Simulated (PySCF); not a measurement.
Cartesian coordinates in Å; atom numbers follow the order of the lines, from 1:
```xyz
14

Cl    1.3213    3.0535   -0.8146
B     0.6319    1.4632   -0.3906
C     1.4338    0.2348   -0.7784
C     1.1149   -1.0714   -0.5568
C    -0.0271   -1.6241    0.0786
C    -1.1082   -1.0089    0.6376
C    -1.4173    0.3713    0.7502
C    -0.7059    1.4532    0.3256
H     2.3785    0.3969   -1.2938
H     1.8229   -1.8183   -0.9104
H    -0.0374   -2.7093    0.1248
H    -1.8525   -1.6758    1.0634
H    -2.3638    0.5683    1.2498
H    -1.1669    2.4165    0.5345
```

Theoretical values (PySCF 2.14): shieldings: GIAO B97-2/pcSseg-2, PBE0-D3(BJ)/def2-TZVP geometry. One computed conformer, non-relativistic, in vacuum, rapidly exchanging positions averaged.

Shifts are taken against calculated references (same method and geometry level): $^{13}$C (σref 185.38) and $^{1}$H (σref 31.64) against TMS; $^{35}$Cl (σref 941.52) vs HCl; $^{11}$B (σref 99.77) against BF3·OEt2.

```
  atoms    nucleus  count  δ (ppm)
 H9/H14    $^{1}$H      2     8.10
     B2   $^{11}$B      1     46.5
H10/H13    $^{1}$H      2     8.09
    Cl1  $^{35}$Cl      1      158
H11/H12    $^{1}$H      2        ?
  C3/C8   $^{13}$C      2    160.5
  C5/C6   $^{13}$C      2        ?
  C4/C7   $^{13}$C      2    154.2
```

Question: Estimate the values marked ?.

Answer: 
- C5/C6: 143.3 ppm, alkene CH; as expected for a trigonal carbon in a double bond
- H11/H12: 7.52 ppm, hydrogen on an alkene CH; olefinic region

A carbon bonded to boron is broadened by the quadrupolar boron nucleus and is often missing from a measured spectrum. Shifts are as computed. Against solution values, carbons near 30 ppm lie about +3 ppm off and those near 130 ppm about +7 ppm. Of 1211 compounds with measured shifts, 218 miss one by over three times the rms of a fit or turn the order of signals round; such compounds aren't used in these exercises.
